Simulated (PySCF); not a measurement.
Ge(Cl)3(SH) (Cl3GeHS), SMILES [SH][Ge]([Cl])([Cl])[Cl].

Coordinates come from a B3LYP-D3(BJ)/def2-SVP optimisation. This is a generated structure with no PubChem entry under its InChIKey; it may be hypothetical. One conformer was computed; it need not be the lowest.

Method: PySCF with PBE/def2-TZVP.

Symmetry labels are those of the subgroup Cs that the program uses (full group Cs).

Computed valence orbital energies around the gap with their symmetry:
| orbital | symmetry | energy (eV) |
|---|---|---|
| HOMO−7 | A' | -9.70 |
| HOMO−6 | A" | -8.60 |
| HOMO−5 | A' | -8.60 |
| HOMO−4 | A' | -8.25 |
| HOMO−3 | A" | -8.24 |
| HOMO−2 | A' | -8.17 |
| HOMO−1 | A" | -7.97 |
| HOMO | A" | -7.08 |
| LUMO | A' | -3.23 |
| LUMO+1 | A' | -1.29 |
| LUMO+2 | A' | -0.73 |
| LUMO+3 | A" | -0.73 |
